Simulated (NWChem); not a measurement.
The numbers come from NWChem runs, not from measurements. System: H$_{2}$BCl, charge 0, spin multiplicity 1, at a geometry optimised with PBE0/def2-SVP. The structure started from a generated list of species. Level: TD-B3LYP/6-31G* (spherical d), VWN1-RPA local correlation.

The NWChem input:

```
start mol
memory heap 200 mb stack 900 mb global 1100 mb
geometry units angstroms nocenter noautoz noautosym
  B      0.000000     0.000000     1.183901
  H     -1.060130     0.000000     1.752480
  H      1.060130     0.000000     1.752480
  Cl     0.000000     0.000000    -0.554380
end
basis spherical
  * library 6-31g*
end
dft
  xc b3lyp
  semidirect memsize 60000000 filesize 0
  iterations 100
end
tddft
  rpa
  nroots 10
  notriplet
end
task tddft energy
```

Output (cleaned and shortened):

```
             Northwest Computational Chemistry Package (NWChem) 7.3.0
             --------------------------------------------------------

                                NWChem Input Module
                                -------------------

 Scaling coordinates for geometry "geometry" by  1.889725989
 (inverse scale =  0.529177249)

                             Geometry "geometry" -> ""
                             -------------------------

 Output coordinates in angstroms (scale by  1.889725989 to convert to a.u.)

  No.       Tag          Charge          X              Y              Z
 ---- ---------------- ---------- -------------- -------------- --------------
    1 B                    5.0000     0.00000000     0.00000000     1.18390100
    2 H                    1.0000    -1.06013000     0.00000000     1.75248000
    3 H                    1.0000     1.06013000     0.00000000     1.75248000
    4 Cl                  17.0000     0.00000000     0.00000000    -0.55438000

 Effective nuclear repulsion energy (a.u.)      37.6114870690

            Nuclear Dipole moment (a.u.)
            ----------------------------
        X                 Y               Z
 ---------------- ---------------- ----------------
     0.0000000000     0.0000000000     0.0000094486


 Summary of "ao basis" -> "" (spherical)
 ------------------------------------------------------------------------------
       Tag                 Description            Shells   Functions and Types
 ---------------- ------------------------------  ------  ---------------------
 *                           6-31g*                   on all atoms

                                 NWChem DFT Module
                                 -----------------

 Summary of "ao basis" -> "ao basis" (spherical)
 ------------------------------------------------------------------------------
       Tag                 Description            Shells   Functions and Types
 ---------------- ------------------------------  ------  ---------------------
 B                           6-31g*                  6       14   3s2p1d
[...]
     Occ.   10  a   ---  Virt.   16  a    0.07282 X
     Occ.   12  a   ---  Virt.   14  a   -0.07647 X
     Occ.   12  a   ---  Virt.   15  a   -0.99028 X
  ----------------------------------------------------------------------------
  Root   8 singlet a              0.435761877 a.u.               11.8577 eV
  ----------------------------------------------------------------------------
     Transition Moments    X -0.00000   Y  0.91467   Z  0.00000
     Transition Moments   XX -0.00000  XY -0.00000  XZ -0.00000
     Transition Moments   YY -0.00000  YZ  1.87768  ZZ  0.00000
     Dipole Oscillator Strength                    0.2430456793
     Electric Quadrupole                           0.0000015535
     Magnetic Dipole                               0.0000028167
     Total Oscillator Strength                     0.2430500495

          sigma_e =   1.4788 Angstrom
          sigma_h =   1.5098 Angstrom
         |d_h->e| =   0.3077 Angstrom
            d_exc =   2.1627 Angstrom
            d_CD1 =   0.3387 Angstrom
            d_CD2 =  -1.1866 Angstrom
            d_CD3 =   2.4704 Angstrom
     Pearson C.C. =  -0.0260

     Occ.    8  a   ---  Virt.   13  a   -0.96475 X
     Occ.   11  a   ---  Virt.   14  a   -0.17056 X
     Occ.   11  a   ---  Virt.   15  a    0.18042 X
     Occ.   11  a   ---  Virt.   17  a   -0.07226 X
  ----------------------------------------------------------------------------
  Root   9 singlet a              0.449407184 a.u.               12.2290 eV
  ----------------------------------------------------------------------------
     Transition Moments    X -0.00000   Y -0.00000   Z  0.02285
     Transition Moments   XX -0.49259  XY  0.00000  XZ -0.00000
     Transition Moments   YY -0.04428  YZ -0.00000  ZZ -0.69296
     Dipole Oscillator Strength                    0.0001564614
     Electric Quadrupole                           0.0000000533
     Magnetic Dipole                               0.0000000000
     Total Oscillator Strength                     0.0001565147

          sigma_e =   1.9165 Angstrom
          sigma_h =   1.5629 Angstrom
         |d_h->e| =   0.7304 Angstrom
            d_exc =   2.6608 Angstrom
            d_CD1 =   1.0840 Angstrom
            d_CD2 =  -1.0093 Angstrom
            d_CD3 =   3.3913 Angstrom
     Pearson C.C. =  -0.0719

     Occ.    9  a   ---  Virt.   16  a    0.06574 X
     Occ.   10  a   ---  Virt.   14  a   -0.59957 X
     Occ.   10  a   ---  Virt.   15  a   -0.09789 X
     Occ.   12  a   ---  Virt.   16  a    0.78775 X
  ----------------------------------------------------------------------------
  Root  10 singlet a              0.455742804 a.u.               12.4014 eV
  ----------------------------------------------------------------------------
     Transition Moments    X  0.02564   Y -0.00000   Z -0.00000
     Transition Moments   XX -0.00000  XY -0.00000  XZ  0.96723
     Transition Moments   YY  0.00000  YZ -0.00000  ZZ -0.00000
     Dipole Oscillator Strength                    0.0001997001
     Electric Quadrupole                           0.0000004716
     Magnetic Dipole                               0.0000014313
     Total Oscillator Strength                     0.0002016029

          sigma_e =   1.8171 Angstrom
          sigma_h =   1.4544 Angstrom
         |d_h->e| =   0.5361 Angstrom
            d_exc =   2.3932 Angstrom
            d_CD1 =   0.8989 Angstrom
            d_CD2 =  -1.0996 Angstrom
            d_CD3 =   2.9294 Angstrom
     Pearson C.C. =  -0.0044

     Occ.    9  a   ---  Virt.   14  a    0.99785 X

              Target root =      1
          Target symmetry = none
      Ground state energy =   -486.265508880374
        Excitation energy =      0.185570781779
     Excited state energy =   -486.079938098595

  stored tddft:energy   -486.07993809859499

 Task  times  cpu:       25.6s     wall:       25.6s

 Total times  cpu:       25.6s     wall:       25.6s
```
